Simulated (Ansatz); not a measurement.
Geometry optimisation, RKS PBE0/6-31G* (Ansatz).

Input file:

```yaml
crystal:
  periodic: [false, false, false]
  atoms:
    - { symbol: B, position_ang: [-0.052087, -0.544438, -0.163825] }
    - { symbol: H, position_ang: [-0.237403, -0.579323, 1.019356] }
    - { symbol: H, position_ang: [1.044309, -0.455744, -0.635613] }
    - { symbol: O, position_ang: [-1.074847, -0.739501, -1.032991] }
    - { symbol: H, position_ang: [-1.921507, -0.811283, -0.575893] }
    - { symbol: "N", position_ang: [-0.176346, 1.972455, 0.924386] }
    - { symbol: H, position_ang: [-1.024949, 2.527265, 0.847257] }
    - { symbol: C, position_ang: [0.939713, 2.78333, 1.380846] }
    - { symbol: H, position_ang: [1.815028, 2.139695, 1.510053] }
    - { symbol: H, position_ang: [1.191254, 3.523079, 0.614049] }
    - { symbol: H, position_ang: [0.77276, 3.320653, 2.329628] }
    - { symbol: H, position_ang: [-0.370424, 1.200011, 1.586948] }
basis:
  gaussian: { orbitals: "6-31G*" }
hamiltonian:
  xc: pbe0
relax:
  f_tol: 0.03
  max_steps: 50
```

Run as:

```bash
$ ansatz run input.yaml --threads 1 --pin off --max-ram 2048MiB --backend cpu --events-out ev --progress --plain --runs-dir out
```

Q: Where does it end, and by what steps?

A: The run converged. After 19 steps the energy has fallen by 0.768 eV; H3 moved furthest, 1.15 Å. Joined: B1–N6 (2.74 → 1.69 Å).

```tsv
step	energy less start (eV)	largest force component (eV/Å)	accepted
0	0.0000	0.936	yes
1	-0.0662	0.456	yes
2	-0.1028	0.427	yes
3	-0.1405	1.028	yes
4	-0.2602	0.888	yes
5	-0.4466	1.125	yes
6	-0.5713	0.824	yes
7	-0.6687	0.587	yes
8	-0.6054	0.925	no
9	-0.7020	0.178	yes
10	-0.7071	0.106	yes
11	-0.7227	0.052	yes
12	-0.7300	0.351	yes
13	-0.7440	0.176	yes
14	-0.7587	0.151	yes
15	-0.7568	0.314	no
16	-0.7534	0.252	no
17	-0.7638	0.031	yes
18	-0.7672	0.091	yes
19	-0.7680	0.028	yes
```

```xyz
12
Properties=species:S:1:pos:R:3
B -0.015 0.232 -0.015
H 0.517 -0.499 0.812
H 0.737 0.623 -0.895
O -1.307 -0.165 -0.496
H -1.632 -0.910 0.019
N -0.293 1.652 0.850
H -0.814 2.260 0.218
C 0.923 2.316 1.339
H 1.455 1.617 1.989
H 1.559 2.534 0.479
H 0.702 3.238 1.885
H -0.926 1.439 1.620
```

Whether the end is a true minimum wasn't checked by a vibrational analysis.

The run took 70 s on 1 thread of Arm Neoverse V1, with other jobs on the host, peak memory 0.17 GiB.
